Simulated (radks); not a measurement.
Q: These are the eigenvalues of the occupied orbitals of an atom or ion with whole-number occupations (eV). Method: non-relativistic Kohn-Sham, LDA (Slater exchange, Perdew-Wang correlation), spin-polarised, spherical densities, point nucleus; computed with a radial shooting solver on a logarithmic mesh with Libxc functionals.

1s: -76949.32
2s: -12931.35
2p: -12449.78
3s: -3069.091
3p: -2839.893
3d: -2410.742
4s: -673.1071
4p: -573.1206
4d: -388.4030
4f: -138.7898
5s: -110.9179
5p: -77.9177
5d: -25.5295
6s: -14.2200

Which element is it, and in what charge state? The configuration may be excited. Open shells, if any, are filled with parallel spins first.

A: Z = 81, thallium, charge +1: Tl+ in [Hg]. The list shows which subshells hold electrons but not how many an open one holds; the 1s level, -2827.8 hartree, gives Z - s = 75.2 by -(Z - s)^2/2, which with screening narrows Z to a few neighbours, and the depths of the outer levels then fix element, charge and occupations together.
